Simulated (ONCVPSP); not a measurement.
# lead (Pb): variants of one ONCV potential

Base potential:

| Item | Value |
| --- | --- |
| Element | lead |
| Generator | ONCVPSP 4.0.1 |
| Type | optimised norm-conserving Vanderbilt (ONCV) |
| Functional | PBEsol |
| Relativity | fully relativistic |
| Frozen core | [Kr] 4d10 4f14 |
| Valence charge | 22 |
| Reference configuration | 5s2 5p6 5d10 6s1.5 6p2.5 |
| Partial waves | 5s+6s: rc 1.45 bohr, ncon 4, nbas 8, qcut 6.5 1/bohr, 2 projectors; 5p+6p: rc 1.40 bohr, ncon 4, nbas 7, qcut 8.3 1/bohr, 2 projectors; 5d: rc 1.90 bohr, ncon 4, nbas 8, qcut 7.1 1/bohr, 2 projectors, debl 2.6 Ha |
| Local potential | polynomial inside 1.35 bohr (lpopt 5, dvloc0 4 Ha) |
| Core correction | none |

Open shells are filled in proportion to 2j + 1.

All-electron outer shells of the reference configuration (PBEsol, scalar-relativistic, ld1.x):

```json
{"shell": "4d", "level (eV)": "-402.84", "outermost node (bohr)": "0.19", "outermost maximum (bohr)": "0.39"}
{"shell": "5s", "level (eV)": "-145.12", "outermost node (bohr)": "0.45", "outermost maximum (bohr)": "0.79"}
{"shell": "4f", "level (eV)": "-133.87", "outermost node (bohr)": "–", "outermost maximum (bohr)": "0.35"}
{"shell": "5p", "level (eV)": "-86.74", "outermost node (bohr)": "0.49", "outermost maximum (bohr)": "0.88"}
{"shell": "5d", "level (eV)": "-22.03", "outermost node (bohr)": "0.52", "outermost maximum (bohr)": "1.07"}
{"shell": "6s", "level (eV)": "-12.67", "outermost node (bohr)": "1.01", "outermost maximum (bohr)": "1.95"}
{"shell": "6p", "level (eV)": "-3.89", "outermost node (bohr)": "1.18", "outermost maximum (bohr)": "2.60"}
```

Cutoffs, loose and tight: the cutoffs (Ha) at which the residual kinetic energy of the hardest occupied pseudo-wave falls to 1 and 0.1 mHa per electron. They do not see the model core or the augmentation charge, which bear on the density cutoff. Test errors are all-electron minus pseudo excitation energies from the reference, over the configurations 5s2 5p6 5d10 6s2 6p2; 5s2 5p6 5d10 6s2 6p1; 5s2 5p6 5d10 6s2 6p0; 5s2 5p6 5d9 6s2 6p2. A dash means not determined; rows that change the core or the reference have their own tests.

| change | outcome | cutoff, loose | cutoff, tight | bound ghosts | GHOST(+) flags above zero | largest test error (meV) |
| --- | --- | --- | --- | --- | --- | --- |
| base | generated | 28 Ha | 86 Ha | none | none | +11 |
| d: rc 1.44 | generated | 28 Ha | 86 Ha | none | none | -5.6 |
| d: rc 1.6 | generated | 28 Ha | 86 Ha | none | none | +1.1 |
| d: rc 1.78 | generated | 28 Ha | 86 Ha | none | none | +3.5 |
| d: rc 1.96 | generated | 28 Ha | 86 Ha | none | none | +15 |
| d: rc 2.12 | generated | 28 Ha | 86 Ha | none | none | +32 |
| d: rc 2.28 | generated | 28 Ha | 86 Ha | none | none | +56 |
| d: rc 2.5 | generated | 28 Ha | 86 Ha | none | none | +97 |
| d: rc 2.66 | generated | 28 Ha | 86 Ha | none | none | +130 |
| d: rc 2.76 | generated | 28 Ha | 86 Ha | none | none | +151 |

(1) What comes out with this change to the base: d: rc 1.36?

## Answers

(1) outcome: generated; cutoff, loose: 28 Ha; cutoff, tight: 86 Ha; bound ghosts: none; GHOST(+) flags above zero: d3/2; largest test error (meV): -58.

Reading the sweep of the d radius (base included, trends over the rows without a ghost): The loose cutoff stays near 28 Ha. The median size of the test errors (rows with all tests solved) stays near 0.7 meV.
